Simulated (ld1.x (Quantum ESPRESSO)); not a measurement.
# What one change does to a pseudopotential (Sb (Z = 51), TM semilocal)

Sb, norm-conserving Troullier–Martins (semilocal form), made with ld1.x (Quantum ESPRESSO) 7.5 (PBE, scalar-relativistic). Core [Kr] 4d10, reference 5s2 5p2 (charge +1). Waves: 5s (bound): rc 1.65 bohr; 5d channel at 0.4 Ry: rc 1.75 bohr; 5p (bound): rc 2.00 bohr. Local part: the p channel. Core correction: none.

All-electron outer shells of the reference configuration (PBE, scalar-relativistic, ld1.x):

```
shell  level (eV)  outermost node (bohr)  outermost maximum (bohr)
   5s      -20.64                   0.95                      1.88
   5p      -11.99                   1.04                      2.24
```

Change: core correction a·sin(br)/r model core inside 1.48 bohr.

Cutoffs: the cutoffs (Ry, on a coarse ladder) from which the occupation-weighted sum of valence levels, in a spherical-Bessel basis at the reference potential, stays within 10 and 1 mRy of its value at 400 Ry; they do not see the model core or the augmentation charge, which bear on the density cutoff. Errors are all-electron minus pseudo energies relative to the spin-unpolarised reference configuration.

**Question.** What does the change do?

**Answer.** The potential gets neither clearly harder nor softer (30 Ry and 60 Ry → 30 Ry and 60 Ry); of the 7 tests that both files solve, the error grows in 3 and shrinks in 4 by more than 15 % and 0.3 meV (median size 3.6 → 7.7 meV); neither file shows a bound ghost. A semilocal file is local in each channel, so a ghost entry of none says nothing of the separable form that plane-wave codes build from it. A model core, the more so a compact one, raises the density cutoff, which this test does not measure.

| quantity | base | changed |
| --- | --- | --- |
| cutoff, loose | 30 Ry | 30 Ry |
| cutoff, tight | 60 Ry | 60 Ry |
| bound ghosts | none | none |
| error for 5s2 5p3, meV [ΔE -8.32 eV] | +2.6 | -0.6 |
| error for 5s2 5p1, meV [ΔE 15.97 eV] | -1.7 | -16 |
| error for 5s2 5p0, meV [ΔE 40.38 eV] | +31 | -90 |
| error for 5s2 5p2.5, meV [ΔE -5.05 eV] | +1.4 | +0.3 |
| error for 5s1 5p4, meV [ΔE -0.21 eV] | +16 | -7.7 |
| error for 5s1 5p3, meV [ΔE 8.73 eV] | +13 | -15 |
| error for 5s2 5p3.3, meV [ΔE -9.48 eV] | +3.6 | -0.9 |
| s: phases at 2.20 bohr within 0.05 rad from the reference energy up to (Ry; the scan ends near 5) | 2.2 | 2.2 |
| p: phases at 2.20 bohr within 0.05 rad from the reference energy up to (Ry; the scan ends near 5) | 3.5 | 3.5 |
| d: phases at 2.20 bohr within 0.05 rad from the reference energy up to (Ry; the scan ends near 5) | 0.6 | 0.6 |
